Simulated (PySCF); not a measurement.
## Br²⁺ (bromine, charge +2) across methods

[Ar] 3d10 4s1 4p4, high-spin 4P determinant (an excited configuration). Calculation: PySCF 2.14, in x2c-TZVPPall; scalar relativity by spin-free X2C-1e. The B2PLYP total includes its PT2 part (frozen core); its orbital energies are those of the SCF part.

```tsv
method	E (hartree)	mean ε 4s α (eV)	mean ε 4p α (eV)	mean ε 4p β (eV)	Σ⟨r²⟩ (bohr²)	⟨S²⟩
B2PLYP	-2604.071	-49.373	-33.265	-29.053	25.83	3.753
LDA	-2600.742	-44.015	-30.189	-27.391	25.68	3.751
UHF	-2602.79312	-54.156	-36.102	-29.927	26.00	3.756
PBE0	-2604.206	-46.713	-31.829	-28.281	25.71	3.752
revPBE	-2604.337	-43.923	-30.132	-27.198	25.71	3.752
r2SCAN	-2604.485	-45.167	-30.776	-27.351	25.66	3.754
M06-L	-2604.414	-44.842	-30.530	-27.143	25.55	3.753
BP86	-2604.821	-44.016	-30.199	-27.450	25.66	3.752
PBE	-2604.146	-43.936	-30.137	-27.258	25.71	3.752
```
